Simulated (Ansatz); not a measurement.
C$_{4}$H$_{12}$Ge, charge -1, doublet, at a GFN2-xTB geometry (a state made from the parent by changing its charge; the spin is typed, not shown lowest) (a gas-phase anion, which may not be bound at this level). Base run: B3LYP/def2-SV(P) run with Ansatz (a program for electronic structure).

Geometry (Å):
```xyz
17

C     -0.1863    -1.9226    -1.3159
Ge    -0.0431     0.1179    -0.2981
C      0.0433     2.3138     0.3267
C     -1.3794    -0.3823     1.1698
C      1.6548    -0.3713     0.7354
H     -1.1433    -2.0313    -1.8202
H     -0.0925    -2.7002    -0.5646
H      0.6090    -2.0396    -2.0479
H      0.2128     2.3709     1.3972
H     -0.8922     2.8144     0.0892
H      0.8530     2.8255    -0.1876
H     -2.4123    -0.2428     0.8496
H     -1.2694    -1.4257     1.4583
H     -1.2316     0.2280     2.0584
H      1.6713    -1.4309     0.9825
H      2.5588    -0.1583     0.1642
H      1.7210     0.1902     1.6651
```
Charge -1, spin multiplicity 2.
Orbitals are unrestricted.
All else is at Ansatz's defaults.

The base run was repeated with changes; each row names its change, and settings that it needs were set with it.

```tsv
change	basis functions	E (Eh)
base	112	-2236.23787
basis = ANO-RCC-VDZP; relativity = none	143	-2223.53211
basis = jorge-DZP-DKH; relativity = spin-free X2C; nucleus = Gaussian	163	-2258.39380
basis = ANO-RCC-VDZP; relativity = spin-free X2C; nucleus = Gaussian	143	-2258.56758
basis = jorge-DZP-DKH; relativity = spin-free X2C	163	-2258.40570
basis = ANO-RCC-VDZP; relativity = spin-free X2C	143	-2258.58094
basis = jorge-DZP-DKH; relativity = none	163	-2231.53492
basis = x2c-SVPall; relativity = spin-free X2C	148	-2258.03254
basis = x2c-SVPall; relativity = spin-free X2C; nucleus = Gaussian	148	-2258.02220
basis = x2c-SVPall; relativity = none	148	-2227.78218
```

Total energies compare only within one method and basis.

Ansatz warned in this series: the basis is contracted for relativity, which the run leaves out.

A gas-phase anion may not be bound at this level; its values then depend on the basis.

Basis sets contracted for a relativistic Hamiltonian are a mismatch without it, so the rows without relativity aren't non-relativistic limits. No row has spin-orbit coupling; sets with core potentials leave out the core electrons.
